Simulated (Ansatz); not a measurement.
Steps of a relaxation of CH$_{6}$BrNOSi, SMILES `OCN[SiH2]Br` with RKS PBE0-D4/def2-TZVP.

```sh
$ ansatz run in.yaml --threads 2 --pin off --events-out ev --progress --plain --max-ram 22528MiB --backend cuda --devices 0, --max-vram 18GiB
```

```yaml
crystal:
  periodic: [false, false, false]
  atoms:
    - {symbol: O, position_ang: [-0.166699, 0.495523, 2.066359]}
    - {symbol: C, position_ang: [-0.413523, 0.923168, 0.744130]}
    - {symbol: N, position_ang: [-0.552658, -0.157712, -0.215342]}
    - {symbol: Si, position_ang: [0.761991, -0.933469, -1.037981]}
    - {symbol: Br, position_ang: [1.522307, 0.233893, -2.826498]}
    - {symbol: H, position_ang: [-0.906767, -0.089047, 2.320528]}
    - {symbol: H, position_ang: [-1.323233, 1.568818, 0.672361]}
    - {symbol: H, position_ang: [0.458005, 1.561597, 0.481598]}
    - {symbol: H, position_ang: [-1.506558, -0.353729, -0.525494]}
    - {symbol: H, position_ang: [1.926538, -1.055088, -0.104486]}
    - {symbol: H, position_ang: [0.265998, -2.250854, -1.554575]}
basis:
  gaussian: {orbitals: def2-TZVP}
hamiltonian: {xc: pbe0, dispersion: d4}
relax: {f_tol: 0.005, max_steps: 150}
```

Positions (Å) and forces (eV/Å) along the path, 11 of 13 steps:

```xyz
11
step=1 energy=-82583.2841 eV
O    -0.167    0.496    2.066   -0.752   -0.369   -0.196
C    -0.414    0.923    0.744    0.052    0.435   -0.429
N    -0.553   -0.158   -0.215    0.051   -0.233   -0.206
Si    0.762   -0.933   -1.038   -0.329    0.189    0.264
Br    1.522    0.234   -2.826   -0.144   -0.217    0.332
H    -0.907   -0.089    2.321    0.587    0.412   -0.129
H    -1.323    1.569    0.672    0.498   -0.411    0.155
H     0.458    1.562    0.482   -0.448   -0.379    0.166
H    -1.507   -0.354   -0.525    0.626    0.180    0.223
H     1.927   -1.055   -0.104   -0.276    0.049   -0.266
H     0.266   -2.251   -1.555    0.135    0.344    0.087
11
step=2 energy=-82583.3367 eV
O    -0.173    0.496    2.051   -0.219   -0.089   -0.029
C    -0.410    0.923    0.732   -0.015    0.087   -0.156
N    -0.549   -0.162   -0.209    0.162   -0.148   -0.127
Si    0.755   -0.933   -1.022   -0.248    0.146    0.159
Br    1.502    0.221   -2.788    0.001    0.012   -0.003
H    -0.898   -0.091    2.302    0.182    0.114   -0.022
H    -1.312    1.555    0.671    0.170   -0.113    0.033
H     0.455    1.549    0.475   -0.137   -0.110    0.057
H    -1.492   -0.344   -0.523    0.156    0.057    0.065
H     1.918   -1.043   -0.112   -0.086   -0.020   -0.041
H     0.269   -2.229   -1.556    0.034    0.065    0.064
11
step=4 energy=-82583.3434 eV
O    -0.178    0.502    2.047   -0.006    0.008   -0.003
C    -0.408    0.919    0.725    0.001    0.001   -0.003
N    -0.546   -0.170   -0.206    0.009   -0.018   -0.006
Si    0.748   -0.927   -1.018   -0.006   -0.001    0.013
Br    1.495    0.236   -2.779    0.004    0.009   -0.010
H    -0.889   -0.093    2.299    0.001   -0.009    0.008
H    -1.302    1.550    0.660   -0.005    0.007   -0.003
H     0.456    1.537    0.471    0.009    0.003   -0.001
H    -1.486   -0.343   -0.524   -0.013    0.006    0.006
H     1.905   -1.046   -0.109    0.002   -0.003    0.001
H     0.269   -2.223   -1.546    0.003   -0.002   -0.003
11
step=6 energy=-82583.3437 eV
O    -0.186    0.515    2.051   -0.009   -0.003   -0.003
C    -0.406    0.917    0.722    0.010    0.008    0.004
N    -0.547   -0.182   -0.197    0.012    0.003    0.003
Si    0.748   -0.929   -1.018   -0.008   -0.004    0.003
Br    1.488    0.253   -2.770    0.002    0.003   -0.001
H    -0.892   -0.088    2.300   -0.001   -0.002    0.006
H    -1.295    1.555    0.645   -0.002    0.000    0.002
H     0.465    1.527    0.468   -0.004   -0.004   -0.012
H    -1.487   -0.352   -0.513   -0.003    0.000    0.000
H     1.907   -1.052   -0.112    0.001   -0.001   -0.002
H     0.271   -2.221   -1.556    0.003    0.000    0.000
11
step=7 energy=-82583.3436 eV rejected
O    -0.188    0.519    2.052    0.014    0.012   -0.015
C    -0.405    0.917    0.721   -0.016   -0.011    0.019
N    -0.546   -0.186   -0.193   -0.009   -0.011   -0.012
Si    0.747   -0.930   -1.018    0.006    0.008    0.008
Br    1.486    0.261   -2.764    0.001   -0.001   -0.001
H    -0.895   -0.083    2.303    0.000    0.003   -0.007
H    -1.293    1.555    0.642    0.005    0.001   -0.006
H     0.466    1.524    0.462    0.003    0.005    0.018
H    -1.487   -0.355   -0.510   -0.002   -0.003    0.000
H     1.907   -1.057   -0.113    0.001   -0.003   -0.003
H     0.272   -2.221   -1.561   -0.003    0.000   -0.001
11
step=8 energy=-82583.3437 eV
O    -0.187    0.517    2.051   -0.001    0.001   -0.004
C    -0.406    0.917    0.722    0.001    0.000    0.006
N    -0.547   -0.183   -0.195    0.001   -0.001   -0.003
Si    0.747   -0.929   -1.018    0.002    0.000    0.003
Br    1.489    0.257   -2.767   -0.001    0.001    0.000
H    -0.893   -0.086    2.301    0.000    0.001    0.001
H    -1.295    1.555    0.644    0.000    0.000   -0.001
H     0.465    1.526    0.465    0.000    0.000   -0.001
H    -1.487   -0.354   -0.511    0.000   -0.001    0.001
H     1.907   -1.055   -0.113    0.000   -0.002    0.000
H     0.271   -2.221   -1.559   -0.001    0.001   -0.001
11
step=9 energy=-82583.3437 eV
O    -0.185    0.519    2.051    0.002    0.002    0.002
C    -0.406    0.917    0.721   -0.005   -0.001   -0.004
N    -0.547   -0.185   -0.194   -0.003    0.000    0.000
Si    0.748   -0.930   -1.018   -0.002    0.000   -0.001
Br    1.491    0.261   -2.763    0.000    0.000    0.001
H    -0.890   -0.083    2.303   -0.001   -0.001    0.000
H    -1.296    1.553    0.643    0.001    0.000    0.002
H     0.463    1.527    0.462    0.002    0.002    0.000
H    -1.487   -0.357   -0.509    0.004    0.000    0.001
H     1.907   -1.061   -0.113    0.001   -0.001    0.000
H     0.269   -2.219   -1.563    0.001   -0.001    0.000
11
step=10 energy=-82583.3437 eV
O    -0.181    0.524    2.049    0.002   -0.001    0.010
C    -0.407    0.918    0.719   -0.005    0.000   -0.015
N    -0.547   -0.188   -0.193   -0.003    0.005    0.005
Si    0.747   -0.932   -1.018    0.002    0.000    0.001
Br    1.498    0.269   -2.753   -0.002   -0.001   -0.001
H    -0.886   -0.077    2.306   -0.002   -0.002    0.000
H    -1.300    1.551    0.641    0.001   -0.001    0.004
H     0.459    1.529    0.456    0.002    0.001   -0.002
H    -1.488   -0.364   -0.505    0.004    0.000    0.000
H     1.905   -1.071   -0.113    0.000   -0.002    0.001
H     0.265   -2.216   -1.570    0.001    0.001   -0.002
11
step=11 energy=-82583.3437 eV rejected
O    -0.180    0.527    2.049    0.004    0.000    0.007
C    -0.408    0.918    0.719   -0.004   -0.003   -0.010
N    -0.547   -0.189   -0.192   -0.003    0.005    0.005
Si    0.747   -0.932   -1.017    0.001   -0.005   -0.005
Br    1.500    0.272   -2.749    0.001    0.001    0.003
H    -0.883   -0.075    2.308    0.000    0.000   -0.003
H    -1.302    1.549    0.641    0.001   -0.001    0.000
H     0.457    1.531    0.453    0.000    0.000    0.003
H    -1.488   -0.366   -0.503    0.000    0.000   -0.002
H     1.904   -1.078   -0.112    0.001    0.003   -0.002
H     0.265   -2.214   -1.575   -0.002    0.000    0.003
11
step=12 energy=-82583.3437 eV
O    -0.181    0.525    2.049    0.002    0.000    0.005
C    -0.408    0.918    0.719   -0.002   -0.002   -0.007
N    -0.547   -0.188   -0.193   -0.002    0.003    0.005
Si    0.747   -0.932   -1.017    0.001    0.000   -0.002
Br    1.498    0.270   -2.751    0.001    0.000    0.000
H    -0.884   -0.077    2.307    0.000    0.000   -0.001
H    -1.301    1.550    0.641    0.000   -0.001    0.000
H     0.458    1.530    0.455    0.000    0.000    0.001
H    -1.488   -0.364   -0.505    0.000    0.000   -0.001
H     1.905   -1.074   -0.112    0.000    0.000    0.000
H     0.265   -2.215   -1.572    0.000    0.000    0.001
11
step=13 energy=-82583.3437 eV
O    -0.180    0.526    2.049    0.001    0.000    0.002
C    -0.408    0.918    0.719    0.000   -0.001   -0.003
N    -0.547   -0.188   -0.193    0.000    0.003    0.003
Si    0.747   -0.932   -1.017    0.001   -0.002   -0.001
Br    1.499    0.270   -2.750    0.000    0.000    0.001
H    -0.883   -0.077    2.307    0.000    0.000   -0.001
H    -1.302    1.550    0.642    0.000    0.000    0.000
H     0.457    1.531    0.454   -0.001    0.000    0.001
H    -1.488   -0.365   -0.505   -0.001    0.000   -0.001
H     1.905   -1.076   -0.112    0.000    0.001   -0.001
H     0.264   -2.215   -1.573    0.000    0.000    0.001
```

Run time 27 s (2 threads of an AMD EPYC 7R13 on a shared host and a share of an NVIDIA H100 80 GB); peak host memory 0.93 GiB.
